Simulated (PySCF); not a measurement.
## Working out the ionisation energy of Tc⁺

Tc⁺ [Kr] 4d5 5s1 (7S) → Tc²⁺ [Kr] 4d5 (6S). Calculation: PySCF 2.14, in aug-cc-pVTZ-PP with ECP28MDF; scalar relativity through the core potential. Frozen: 4s2 4p6. Energies in hartree (1 hartree = 27.21139 eV):

```json
{"part": "UHF", "Tc⁺ (lower)": "-79.645797", "Tc²⁺ (upper)": "-79.122470"}
{"part": "CCSD correlation", "Tc⁺ (lower)": "-0.088282", "Tc²⁺ (upper)": "-0.065833"}
{"part": "(T)", "Tc⁺ (lower)": "-0.001758", "Tc²⁺ (upper)": "-0.000806"}
```

Problem. What does Hartree-Fock give?

Solution. (-79.122470) − (-79.645797) = 0.523327 hartree = 14.240 eV.

Problem. What do CCSD and CCSD(T) give?

Solution. The CCSD correlation energies differ by 0.022449 hartree = 0.611 eV and the triples by 0.000952 hartree = 0.026 eV, so CCSD gives 14.851 eV and CCSD(T) 14.877 eV.

Reference: 15.26 eV (semi-empirical (NIST evaluation); NIST Atomic Spectra Database, ionization energies).

What remains against the reference includes basis incompleteness, the frozen core and higher excitations.
